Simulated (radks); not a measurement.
Species: Tl61+. Configuration: [Ne] 3s2 3p5.5 3d2 4p0.5 (fractional occupations, a model configuration). All-electron calculation, scalar-relativistic Kohn-Sham, LDA (Slater exchange, Perdew-Wang correlation), spin-polarised, spherical densities, finite nucleus; open shells are filled with parallel spins first (spin-orbit coupling, left out, can overturn this in heavy ions); Fermi nuclear charge, rms radius 5.4759 fm. Program: a radial shooting solver on a logarithmic mesh with Libxc functionals.

Radial electron density D(r) = 4 pi r^2 rho(r):

```
   r/bohr * D(r) (the largest magnitude, 142, reaches the edge; | marks zero)
 0.001787 |         *
 0.002272 |             *
 0.002865 |                 *
 0.003613 |                      *
 0.004593 |                            *
 0.005793 |                                  *
 0.007306 |                                       *
 0.009287 |                                          *
  0.01171 |                                          *
  0.01477 |                                        *
  0.01878 |                                      *
  0.02368 |                                      *
   0.0301 |                                          *
  0.03796 |                                                  *
  0.04788 |                                                      *
  0.06086 |                                                *
  0.07676 |                                  *
   0.0968 |                         *
   0.1231 |                          *
   0.1552 |                           *
   0.1957 |                   *
   0.2488 |       *
   0.3138 | *
   0.3989 |*
    0.503 *
   0.6344 *
   0.8064 *
```

D(r) has 3 maxima, at r = 0.0108, 0.0475, 0.144 bohr, and minima at 0.0213, 0.105 bohr, inside which lie 1.90, 10.74 electrons.
